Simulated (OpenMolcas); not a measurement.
## Si3+: CASPT2 settings compared

```yaml
Program: OpenMolcas 26.06
Basis: ANO-R1 [4s3p1d]
Scalar_Hamiltonian: X2C, finite nucleus
Active_space: 1 electron in 4 orbitals (3s 3p)
State_averaging: 2S+1 = 2 even, 1 root; 2S+1 = 2 odd, 3 roots
Spin-orbit_coupling: state interaction with AMFI integrals over the reference wave functions, term energies averaged over their components
```

Methods on the same reference wave functions:
A. CASSCF
B. SS-CASPT2, IPEA 0.6 Eh, no level shift (closed shells correlated: 2s 2p)
C. SS-CASPT2, IPEA 0.1 Eh, no level shift (closed shells correlated: 2s 2p)
D. XMS-CASPT2, IPEA 0.4 Eh, real shift 0.05 Eh (closed shells correlated: 2s 2p)

Energies in cm-1 above 3s 2S 1/2, the measured ground level; measured values from NIST levels in Kelleher and Podobedova, J. Phys. Chem. Ref. Data 37, 1285 (2008).

| Level | A | B | C | D | Measured |
| --- | --- | --- | --- | --- | --- |
| 3s 2S 1/2 | 0.0 | 0.0 | 0.0 | 0.0 | 0.0 |
| 3p 2P* 1/2 | 74801 | 74954 | 74952 | 74933 | 71288 |
| 3p 2P* 3/2 | 75292 | 75445 | 75442 | 75423 | 71749 |

Deviations, from unrounded energies. A percentage is the sum of absolute deviations over the sum of measured energies, with the sign that they share, or ± where signs differ.

```
           Against measurement  Levels     A     B     C     D
mean absolute deviation (cm-1)       2  3500  3700  3700  3700
      other configurations (%)       2  +4.9  +5.1  +5.1  +5.1
```

A, B, C, D lie about equally close to measurement. The largest miss of A in the table is 3p 2P* 3/2, by +3500 cm-1. The ranking rests on the paired levels alone, and a cruder setting can come out closer through cancelling errors.

Among B to D the level of the table that moves most is 3p 2P* 1/2, by 21 cm-1 (lowest in D, highest in B).

The lowest spin-free term lies below A's lowest term by 0.022 hartree in B, 0.022 hartree in C, 0.022 hartree in D.

The basis is small and was not contracted for so high a charge. With one active electron the reference holds no correlation, so core polarisation is missing (holds for A). With one active electron, CASPT2 adds the correlation within the correlated inactive shells and between them and that electron, and leaves the splitting within a term as the reference gives it (holds for B; C; D). Computed and measured levels are paired by configuration, term and J; levels that our copy of the source lacks, or whose pairing is in doubt (as where it misses far off the trend of its configuration), stay unpaired and out of the deviations. Levels of configurations outside the active space are missing.

* marks odd parity.
